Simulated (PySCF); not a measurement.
PBE0 on S⁻ (sulfur, charge -1), [Ne] 3s2 3p5, 2P determinant. Computed with PySCF 2.14 in aug-cc-pCVTZ-DK (8s7p5d3f, 75 functions), with the spin-free X2C one-electron Hamiltonian (Gaussian nucleus).

```
cycle= 1 E= -399.147206987249  delta_E= -0.00809  |g|= 0.018  |ddm|= 0.189
cycle= 2 E= -399.147345373789  delta_E= -0.000138  |g|= 0.0155  |ddm|= 0.0508
cycle= 3 E= -399.147493694934  delta_E= -0.000148  |g|= 0.00393  |ddm|= 0.0309
cycle= 4 E= -399.147504984663  delta_E= -1.13e-05  |g|= 0.000941  |ddm|= 0.00716
cycle= 5 E= -399.147506370313  delta_E= -1.39e-06  |g|= 0.000181  |ddm|= 0.00356
cycle= 6 E= -399.147506467504  delta_E= -9.72e-08  |g|= 4.24e-05  |ddm|= 0.00113
cycle= 7 E= -399.147506472719  delta_E= -5.21e-09  |g|= 3.34e-06  |ddm|= 0.000324
cycle= 8 E= -399.14750647274  delta_E= -2.11e-11  |g|= 4.76e-07  |ddm|= 1.88e-05
converged SCF energy = -399.14750647274  <S^2> = 0.75579281  2S+1 = 2.0057844
```

Highest occupied orbital energy: 0.131 eV; ⟨L²⟩ = 2.03; populations by l: s 6.00, p 11.00, d 0.00, f 0.00.

Problem. Can this result be used?

Solution. With care. The run converged. At PBE0 the highest occupied level has a positive energy, so only the finite basis holds that electron; in a semilocal or global hybrid functional this comes from self-interaction and does not mean that the real anion is unbound.
